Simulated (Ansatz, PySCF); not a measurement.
System: chloro(fluoro)silane, sum formula SiH2ClF, charge 0, multiplicity 1. SMILES: F[SiH2]Cl
Geometry: optimised at B3LYP-D3(BJ)/def2-TZVP (Ansatz, a program for electronic structure).

Wanted: atomisation energy (electronic, to ground-state atoms), in eV. Correlated levels leave the core frozen unless marked. Open shells are spin-unrestricted. No spin-orbit coupling. Non-relativistic. The coupled-cluster limit lacks core correlation, which all-electron functionals hold. Basis-set limits of correlation are two-point, X^-3; Hartree-Fock from the larger set.

```
level          program  atomisation energy (eV)
-------------  -------  -----------------------
HF/STO-3G       Ansatz                    14.27
HF/def2-TZVPD    PySCF                    13.23
```

**Question.** Estimate the value at CCSD(T)/CBS(cc-pV(T+d)Z,cc-pV(Q+d)Z) as computed with Ansatz.

**Answer.** 17.45 eV
